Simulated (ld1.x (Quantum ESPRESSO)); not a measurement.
## Tm: excitation energies, all-electron against TM semilocal

Tm, norm-conserving Troullier–Martins (semilocal form), made with ld1.x (Quantum ESPRESSO) 7.5 (PBE, scalar-relativistic). Core [Kr], reference 4d10 4f13 5s2 5p6 5d0 6s2 6p0. Waves: 5s (bound): rc 1.85 bohr; 5p (bound): rc 1.30 bohr; 4d (bound): rc 0.60 bohr; 4f (bound): rc 0.80 bohr. Local part: the f channel. Core correction: none.

Occupied shells without a wave of their own: 6s. They enter only through the test configuration that unscreens the potential.

Energies are relative to the spin-unpolarised reference configuration 4d10 4f13 5s2 5p6 5d0 6s2 6p0; without spin polarisation the order of configurations can differ from experiment. Not all tests gave a result: 1 of 7 tests not solved or not reliable. Left out of the table: 4d10 4f13 5s2 5p6 5d0 6s0 6p2 (solver errors, printed error -14.7 eV).

| valence configuration | charge | ΔE all-electron (eV) | error AE − PS (meV) |
| --- | --- | --- | --- |
| 4d10 4f13 5s2 5p6 5d0 6s1 6p0 | +1 | 6.457 | -825 |
| 4d10 4f13 5s2 5p6 5d0 6s0 6p0 | +2 | 18.556 | -2222 |
| 4d10 4f12 5s2 5p6 5d1 6s1 6p0 | +1 | 12.081 | -908 |
| 4d10 4f13 5s2 5p6 5d0.5 6s1.5 6p0 | 0 | 1.548 | -289 |

(1) What are ΔE and the potential's error for 4d10 4f12 5s2 5p6 5d0 6s2 6p0?

(2) What are ΔE and the potential's error for 4d10 4f12 5s2 5p6 5d0 6s0 6p0?

A Bessel basis up to 400 Ry misses an occupied level by 0.04 Ry, so cutoffs and ghosts were not judged. The potential misses its own reference levels by up to 0.6 eV.

## Answers

(1) ΔE = 10.433 eV all-electron; the error (AE − PS) is +297 meV.

(2) ΔE = 44.977 eV all-electron; the error (AE − PS) is -3626 meV.

These tests converged, but a pseudo level misses the all-electron one widely, so the file describes the atom poorly there or has found another state: 4d10 4f12 5s2 5p6 5d0 6s0 6p0: empty 6s by 2.9 eV. The 6s level has no wave, so the channel is fitted at the deeper level alone: the likely source of the large errors.
